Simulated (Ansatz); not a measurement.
Z-matrix (Å, degrees):
```
B
N 1 1.643
Si 1 1.942 2 62.6
H 1 1.201 2 112.1 3 -112.2
H 1 1.200 2 112.0 3 111.7
H 2 1.010 1 115.7 3 111.6
H 2 1.010 1 116.9 3 -115.7
C 3 1.866 1 127.1 2 80.4
N 3 1.705 1 123.6 2 -92.1
H 8 1.092 3 110.4 1 -5.1
H 8 1.094 3 111.8 1 -125.9
H 8 1.093 3 110.4 1 113.9
H 9 1.006 3 124.9 1 150.3
H 9 1.005 3 121.9 1 -27.6
```

Total charge 0; spin multiplicity 1. The bonds changed during the relaxation, so this is another structure than the one it started from.

Question: List the ωB97M-V/def2-TZVPP orbital energies in eV (the Gaussian-basis code of Ansatz). (Estimate.)

Answer: The calculation gave: Occupied: -1806.59, -394.98, -394.06, -280.94, -186.24, -147.61, -101.80, -101.72, -101.65, -27.41, -26.35, -22.24, -18.21, -16.91, -16.35, -15.85, -14.28, -13.82, -13.49, -12.23, -11.29, -10.71, -10.03, -8.28. Lowest empty: 1.91, 2.42, 2.92, 3.30, 3.48, 3.73, 4.33, 4.43.
